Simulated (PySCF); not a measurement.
Computed IR spectrum (relative IR intensity) of a molecule CH8N2Si3. Coordinates come from a PBE0-D3(BJ)/def2-SVP optimisation. The values are those of a single conformer. Level of theory: PBE0-D3(BJ)/def2-SVP (PySCF). Frequencies are harmonic and unscaled.

Lines under 2 % of the strongest are left out, and lines within 2 cm⁻¹ are merged.

ν (cm⁻¹): 342 (vw), 406 (m), 429 (w), 510 (w), 515 (w), 600 (vw), 707 (vw), 710 (w), 732 (m), 745 (w), 769 (m), 843 (m), 895 (m), 911 (vs), 930 (w), 941 (vs), 976 (w), 988 (w), 1196 (m), 1749 (m), 2182 (m), 2193 (s), 2205 (m), 2214 (m), 2229 (m), 2238 (m), 2950 (m), 3599 (w) (against the strongest line: vs over 80 %, s over 45 %, m over 15 %, w over 4 %, vw less)

Which structure fits?
(A) C1=N[SiH2][SiH2]N[SiH2]1
(B) N[Si@@H]1N=C[SiH2][SiH2]1
(C) C1=N[SiH2]N[SiH2][SiH2]1
(D) [SiH3]N1[SiH2]C=N[SiH2]1

A, C1=N[SiH2][SiH2]N[SiH2]1
